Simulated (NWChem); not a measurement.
System: C$_{4}$H$_{7}$O, doublet; SMILES C[CH]C(C)=O

```xyz
12

C      0.0269    -2.0527    -0.0003
C      0.6589    -0.7076    -0.0003
C     -0.1183     0.5108    -0.0008
C      0.6343     1.8353    -0.0012
O     -1.3577     0.4805    -0.0008
H     -1.0613    -1.9593    -0.0001
H      0.3386    -2.6367     0.8783
H      0.3383    -2.6364    -0.8793
H      1.7453    -0.6338    -0.0001
H      1.2835     1.9177    -0.8819
H     -0.0826     2.6587    -0.0065
H      1.2773     1.9223     0.8835
```
Atoms are numbered in this order, from 1.

All runs: NWChem. Pople sets run with spherical d functions. Spin-unrestricted. Geometry: optimised at B3LYP/6-31G* (spherical d), spin-unrestricted. No stability test was run on the SCF state. Level: B3LYP/6-31G* with SMD (1 M gas to 1 M solution), gas-phase geometry. Reactions with the solvent are ignored.

Q: What does the run give for solvent tetrahydrofuran? Quantities: solvation free energy (kcal/mol); cavity-dispersion-structure term (kcal/mol); dipole in solution (D).

A: 
- solvation free energy (kcal/mol): -5.2
- cavity-dispersion-structure term (kcal/mol): -1.7
- dipole in solution (D): 3.64
